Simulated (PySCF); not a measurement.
Species: C₇H₈N (doublet state).
Geometry (GFN2-xTB, Å), atoms numbered from 1 in this order:
```
atom  x, y, z in Å
C1     2.116   -1.069   -1.454
C2     1.219   -0.335   -1.156
C3     0.144    0.555   -0.717
C4     0.672    1.679    0.129
C5     0.144    1.553    1.392
C6    -0.707    0.460    1.427
N7    -0.786   -0.107    0.183
C8    -1.328   -1.396   -0.112
H9     2.905   -1.701   -1.737
H10   -0.390    0.904   -1.621
H11    1.378    2.398   -0.231
H12    0.345    2.201    2.224
H13   -1.284    0.072    2.242
H14   -1.790   -1.384   -1.103
H15   -0.558   -2.179   -0.106
H16   -2.088   -1.644    0.628
```

The species is `C1[CH]N(C)[C@H](C#C)C=1` [radical].

Method used: UKS B3LYP, pcH-1 on C H N, non-relativistic, mean-field spin-orbit, GIAO (PySCF). Isolated species at its GFN2-xTB geometry, gas phase. The geometry wasn't refined by DFT: couplings that depend on bond lengths, twists or pyramidal angles can differ widely from those at the functional's own minimum. Stability of the SCF solution: not tested.

(1) Predict the first-order ENDOR lines of N7, H10, H11, H13, H14/H15/H16, H12 and H9 under fast tumbling at B = 332.4 mT (X band).

(2) Which pairs are centred on the nuclear Larmor frequency, and which on half the coupling?

Results:

(1) ν± = |νn ± a/2|, one line for each electron-spin manifold; νn = |g_N| × 7.62259 MHz/T × B.

```tsv
nuclei	isotope	g_N	νn (MHz)	a_iso (MHz)	lower line (MHz)	upper line (MHz)
N7	14N	0.4038	1.02	11.51	4.73	6.78
H10	1H	5.5857	14.15	118.43	45.06	73.37
H11	1H	5.5857	14.15	-36.69	4.19	32.50
H13	1H	5.5857	14.15	-34.16	2.92	31.23
H14/H15/H16	1H	5.5857	14.15	10.79	8.76	19.55
H12	1H	5.5857	14.15	6.16	11.07	17.23
H9	1H	5.5857	14.15	1.59	13.36	14.95
```

(2) Centred on νn, since |a| < 2νn: H14/H15/H16, H12 and H9. Centred on |a|/2 and split by 2νn: N7, H10, H11 and H13.

Means are taken over nuclei equivalent by connectivity, which assumes that they swap fast. The three 1H nuclei of mean +10.8 MHz run from 3.2 to 22.7 MHz in the frozen geometry.
